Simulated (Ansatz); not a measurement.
C2H9GaO2, SMILES `[CH3][Ga-]([CH3])([OH])[OH2+]`, 14 atoms. Total charge 0; spin multiplicity 1. Correlated methods include outer-core shells of Ga, which these sets cover unevenly. Scalar relativity is left out up to krypton. All runs use 4 threads of an AMD EPYC 9R45 on a shared host. Correlated methods freeze the cores.

Give the basis size and wall time and peak host memory of each of these runs in Ansatz. RKS ωB97M-V/def2-TZVPP energy and forces; RKS PBE0-D4/def2-TZVP frequencies; RKS PBE0-D4/def2-QZVPP energy; direct RPA on PBE orbitals/def2-TZVPP energy; RHF-MP2/def2-QZVPP energy; RHF-CCSD(T)/def2-TZVPP energy; RKS HSE06 (plane-wave form)-D4/def2-TZVPP energy; RKS ωB97M-V/def2-SVP energy; RKS PBE0-D4/def2-TZVP relaxation (13 steps); RKS ωB97M-V/def2-QZVPP energy; RKS r2SCAN-D4/def2-TZVPP energy and forces; RKS PBE0-D4/def2-SVP energy. (Best estimate.)

The calculation gave: Other jobs shared the machine, so times are rough.

```json
{"level": "RKS PBE0-D4/def2-SVP", "job": "energy", "functions": "133", "wall time": "0.6 s", "peak host memory (GiB)": "0.39"}
{"level": "RKS ωB97M-V/def2-SVP", "job": "energy", "functions": "133", "wall time": "1.9 s", "peak host memory (GiB)": "0.52"}
{"level": "RKS HSE06 (plane-wave form)-D4/def2-TZVPP", "job": "energy", "functions": "298", "wall time": "1.9 s", "peak host memory (GiB)": "0.99"}
{"level": "RKS r2SCAN-D4/def2-TZVPP", "job": "energy and forces", "functions": "298", "wall time": "2.1 s", "peak host memory (GiB)": "0.48"}
{"level": "direct RPA on PBE orbitals/def2-TZVPP", "job": "energy", "functions": "298", "wall time": "2.9 s", "peak host memory (GiB)": "0.92"}
{"level": "RKS PBE0-D4/def2-QZVPP", "job": "energy", "functions": "587", "wall time": "4.8 s", "peak host memory (GiB)": "2.7"}
{"level": "RKS ωB97M-V/def2-TZVPP", "job": "energy and forces", "functions": "298", "wall time": "6 s", "peak host memory (GiB)": "1.3"}
{"level": "RKS ωB97M-V/def2-QZVPP", "job": "energy", "functions": "587", "wall time": "10 s", "peak host memory (GiB)": "2.9"}
{"level": "RHF-MP2/def2-QZVPP", "job": "energy", "functions": "587", "wall time": "15 s", "peak host memory (GiB)": "4.8"}
{"level": "RKS PBE0-D4/def2-TZVP", "job": "relaxation (13 steps)", "functions": "226", "wall time": "25 s", "peak host memory (GiB)": "0.73"}
{"level": "RKS PBE0-D4/def2-TZVP", "job": "frequencies", "functions": "226", "wall time": "100 s", "peak host memory (GiB)": "0.77"}
{"level": "RHF-CCSD(T)/def2-TZVPP", "job": "energy", "functions": "298", "wall time": "4.6 min", "peak host memory (GiB)": "4.7"}
```
